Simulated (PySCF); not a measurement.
(LiF)4 cube (Li4F4). Computed with PBE0-D3(BJ)/def2-SVP geometry optimisation, gas phase in PySCF.

```
atom  x, y, z in Å
Li1    0.7659   -0.6880    1.0657
F2    -0.1416    0.8373    1.4040
Li3   -1.4292    0.0797    0.3871
F4    -0.5977   -1.5138    0.2085
Li5    0.1252   -0.7607   -1.2658
F6     1.5817   -0.0837   -0.4323
Li7    0.5377    1.3677   -0.1852
F8    -0.8421    0.7616   -1.1821
```

(1) Where is the centre of mass (commonest isotopes), and what is the radius of gyration?

(2) What is the longest distance between nuclei?

(3) Work out the bond lengths Li1–F2, Li1–F6, Li5–F6, Li7–F8 in Å.

(4) How far apart are these pairs, which share no bond: F2···F4, F2···F6, F2···F8, F4···F6, F4···F8, Li5···Li7, F6···F8?

(5) What is the repulsion energy of the bare nuclei, Σ ZA·ZB/RAB?

(6) What are the angles F4–Li1–F6, F2–Li1–F4, F2–Li3–F8, F2–Li3–F4, F4–Li3–F8, Li5–F6–Li7, F2–Li7–F8, Li3–F8–Li7?

(7) Write the matrix of distances between heavy atoms (Å, lower triangle).

Results:

(1) Mass 104.058 u; centre at (0.000, 0.000, 0.000) Å; Rg = √(Σ m r²/M) = 1.599 Å. As Ia + Ib + Ic = 2 Σ m r², the three principal moments sum to 532.4 u·Å².

(2) Li3···F6, F2···Li5, F4···Li7 and Li1···F8, 3.125 Å down to 3.121 Å.

(3) For Li1–F2 the difference vector is (-0.9075, 1.5253, 0.3383) Å, of length 1.8068 Å. Li1–F2 1.807; Li1–F6 1.810; Li5–F6 1.810; Li7–F8 1.807 Å.

(4) F2···F4 2.677 Å (2 bonds apart); F2···F6 2.681 Å (2 bonds apart); F2···F8 2.680 Å (2 bonds apart); F4···F6 2.684 Å (2 bonds apart); F4···F8 2.678 Å (2 bonds apart); Li5···Li7 2.422 Å (2 bonds apart); F6···F8 2.674 Å (2 bonds apart).

(5) 220.96 Eh over 28 pairs, with full nuclear charges and distances in bohr; the largest single term is 16.03 Eh (F6 with F8, or a pair equal to it).

(6) From the scalar product of the two bond vectors; for F4–Li1–F6 it is -0.3274 Å² over 1.8100 × 1.8096 Å², cos θ = -0.0999. F4–Li1–F6 95.7°; F2–Li1–F4 95.5°; F2–Li3–F8 95.7°; F2–Li3–F4 95.6°; F4–Li3–F8 95.6°; Li5–F6–Li7 84.2°; F2–Li7–F8 95.7°; Li3–F8–Li7 84.0°.

(7) 
```
Li1   0.000
F2    1.807  0.000
Li3   2.422  1.807  0.000
F4    1.810  2.677  1.806  0.000
Li5   2.419  3.123  2.420  1.806  0.000
F6    1.810  2.681  3.125  2.684  1.810  0.000
Li7   2.417  1.808  2.420  3.122  2.422  1.805  0.000
F8    3.121  2.680  1.809  2.678  1.806  2.674  1.807  0.000
```

The point group is Td within 0.08 Å; differences among equivalent distances and angles are scatter left by the optimiser. Whether it is a minimum is left open (no frequencies). The numbers are those of one conformer.
